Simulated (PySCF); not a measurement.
Field gradients at the hydrogen positions

C7H6F3PS.
Geometry (GFN2-xTB, Å), atoms numbered from 1 in this order:
```
atom  x, y, z in Å
C1    -3.5581    0.8670    0.5052
S2    -2.7031   -0.2728   -0.6187
C3    -0.9966   -0.1265   -0.1983
C4    -0.1498   -0.9360   -0.9636
C5     1.2140   -0.9615   -0.7887
C6     1.8735   -0.1903    0.1605
C7     3.3597   -0.3112    0.2435
F8     3.9776    0.0402   -0.9008
F9     3.7693   -1.5669    0.5074
F10    3.8776    0.4664    1.2078
P11    1.1216    0.9166    1.2701
C12   -0.5330    0.7115    0.7963
H13   -4.6106    0.7837    0.2527
H14   -3.2198    1.8850    0.3349
H15   -3.4034    0.5619    1.5361
H16   -0.5987   -1.5615   -1.7202
H17    1.8083   -1.6119   -1.4163
H18   -1.2373    1.3124    1.3537
```

Level: PBE0/pcSseg-1 (PySCF, non-relativistic); Q(2H) = 0.00286 b; rigid geometry, the same for H and D, with no vibrational averaging.

Problem. What are Vzz, η and χzz (234.96 MHz × Q × Vzz) at all hydrogens?

Solution. 
| atom | bonded to | bond length (Å) | Vzz (au) | η | χzz (kHz) |
| --- | --- | --- | --- | --- | --- |
| H13 | C1 | 1.086 | 0.3148 | 0.05 | 212 |
| H14 | C1 | 1.086 | 0.3121 | 0.02 | 210 |
| H15 | C1 | 1.086 | 0.3121 | 0.02 | 210 |
| H16 | C4 | 1.079 | 0.3220 | 0.09 | 216 |
| H17 | C5 | 1.082 | 0.3168 | 0.07 | 213 |
| H18 | C12 | 1.081 | 0.3259 | 0.09 | 219 |

Problem. Give the 2H NMR doublet splittings at H17 for a magnetic field along the z, y and x axes of the gradient: 3χ/2, 3χ(1 + η)/4, 3χ(1 − η)/4.

Solution. With |χ| = 212.9 kHz and η = 0.075: 319, 172 and 148 kHz, to first order and without motion.

Isolated species at its GFN2-xTB geometry (one conformer only). GFN2-xTB bond lengths can be off by several hundredths of an ångström, more for odd bonds, and the gradients follow them. The small basis limits the accuracy of the gradients.
